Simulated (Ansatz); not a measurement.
Cost and result for the atomization energy of `[F][GeH]1[CH2][NH]1` (8 atoms, 8 bonds).

Charge 0, multiplicity 1. Correlated methods include outer-core shells of Ge, which these sets cover unevenly. Scalar relativity is left out up to krypton. All single points use the PBE0-D4/def2-TZVP geometry. Program: Ansatz. All runs use 2 threads of an Intel Xeon Platinum 8259CL on a shared host. Times are those of one run each, without the atoms' runs, and a repeat can differ threefold. Electronic energies, without spin–orbit coupling; frozen cores. CCSD(T)/CBS adds CCSD(T) − MP2 in def2-TZVPP to the MP2 limit, and its time is that of the two runs behind it. T1 = 0.012. With those shells the extrapolation isn't a true limit.

CCSD(T)/CBS is a level of theory with its own doubt, some kJ/mol a heavy atom from the limit and from the frozen cores, so smaller differences don't rank the functionals.

```csv
level,functions,atomization (kJ/mol),difference from CCSD(T)/CBS,per bond
CCSD(T)/def2-TZVPP,197,2625.2,-80.3,-10.0
ωB97X-V/def2-TZVPP,197,2712.6,7.1,0.9
PBE-D4/def2-TZVPP (with forces),197,2769.9,64.4,8.1
revPBE-D4/def2-TZVPP,197,2685.4,-20.1,-2.5
CCSD(T)/def2-SVP,94,2495.2,-210.3,-26.3
B2PLYP/def2-TZVPP,197,2663.9,-41.6,-5.2
B97M-V/def2-TZVPP,197,2709.6,4.1,0.5
BLYP-D4/def2-TZVPP,197,2698.8,-6.7,-0.8
BHLYP-D4/def2-TZVPP,197,2570.2,-135.3,-16.9
MP2/def2-QZVPP,380,2730.5,25.0,3.1
CCSD(T)/CBS(def2),–,2705.5,0.0,0.0
LDA (SPW92)/def2-TZVPP,197,3162.7,457.2,57.1
CAM-B3LYP-D4/def2-TZVPP,197,2701.1,-4.4,-0.5
```

Order the runs by time, with rough figures. (Estimate.)

Ansatz gave: LDA (SPW92)/def2-TZVPP 1.8 s; revPBE-D4/def2-TZVPP 3.1 s; BLYP-D4/def2-TZVPP 3.3 s; PBE-D4/def2-TZVPP (with forces) 3.9 s; BHLYP-D4/def2-TZVPP 4.1 s; CAM-B3LYP-D4/def2-TZVPP 4.5 s; B2PLYP/def2-TZVPP 7.5 s; CCSD(T)/def2-SVP 7.5 s; ωB97X-V/def2-TZVPP 9.5 s; B97M-V/def2-TZVPP 11 s; MP2/def2-QZVPP 26 s; CCSD(T)/def2-TZVPP 100 s; CCSD(T)/CBS(def2) 2.1 min.

In def2-TZVPP, CCSD(T) changes the Hartree–Fock value by +843.4 kJ/mol (the triples alone add +55.0 kJ/mol) and MP2 by +900.6 kJ/mol; breaking electron pairs costs correlation energy, which Hartree–Fock lacks. The D4 term adds +21.7 kJ/mol with B3LYP and +11.1 kJ/mol with PBE0; it sums over pairs of atoms, weighted by their polarisabilities, and B3LYP, whose exchange is more repulsive, gets the larger term. From PBE to PBE0 (25 % exact exchange), in def2-TZVPP and without D4, the atomization energy moves by −77.4 kJ/mol: exact exchange takes away binding that semilocal exchange gives to molecules.

B3LYP here is the variant with VWN-RPA as its local correlation; programs differ in this.
